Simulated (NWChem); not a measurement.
Molecule: CrO2Cl, doublet; SMILES [O]=[Cr](=[O])[Cl]

This spin state was assumed; another may lie lower. B3LYP is NWChem's, with the RPA form of VWN correlation.

Task: Give the equilibrium geometry at B3LYP/6-31G* (spherical d), spin-unrestricted (NWChem) as an XYZ file, with the point group.

Result: point group Cs; any orientation.
```
4

Cr     0.0640     0.0000    -0.4256
O     -0.2151     1.3142    -1.2168
O     -0.2151    -1.3141    -1.2168
Cl    -0.0519     0.0000     1.7160
```
